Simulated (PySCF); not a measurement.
An unknown shows these calculated signals:

1H NMR (400 MHz, computed): δ 7.93 (s, 1H), 4.58 (s, 3H), 4.28 (s, 3H).

13C{1H} NMR (computed): δ 148.3 (CH), 128.6 (C), 36.4 (CH3).

Calculated, not measured (PySCF 2.14): shieldings: GIAO PBE0/pcSseg-1, GFN2-xTB geometry. Non-relativistic, one conformer, averaged over atoms made equivalent by symmetry, fast rotation or ring inversion, gas phase.

Shifts are taken against calculated references (same method and geometry level): 1H (σ = 31.72 ppm), 13C (σ = 186.93 ppm) vs TMS.

Task: Which of these does the molecule contain: an N-methyl group, a Si–H bond, an ester, an aldehyde, a carboxylic acid, a heteroaromatic ring?

Result: 
- An N-methyl group: yes (δC 36.4; δH 4.28 (s)).
- A Si–H bond: yes (δH 4.58 (s)).
- An ester: no.
- An aldehyde: no.
- A carboxylic acid: no.
- A heteroaromatic ring: yes.

The data belong to `Cn1nncc1[SiH3]`, C3H7N3Si; they needn't prove each group on their own.

Carbon signals by region: 2 in the sp2 and nitrile region (100–160 ppm), 1 below 50 ppm.

Shifts are as computed. Against solution values, carbons near 30 ppm lie about +3 ppm off and those near 130 ppm about +5 ppm. Of 1211 compounds with measured shifts, 218 miss one by over three times the rms of a fit or turn the order of signals round; such compounds aren't used in these exercises. No couplings were computed; multiplicities are counted from neighbouring protons, with m where these are inequivalent, close in shift, in a saturated or five-membered ring or joined by F or P, and br s for small geminal =CH2 splittings.
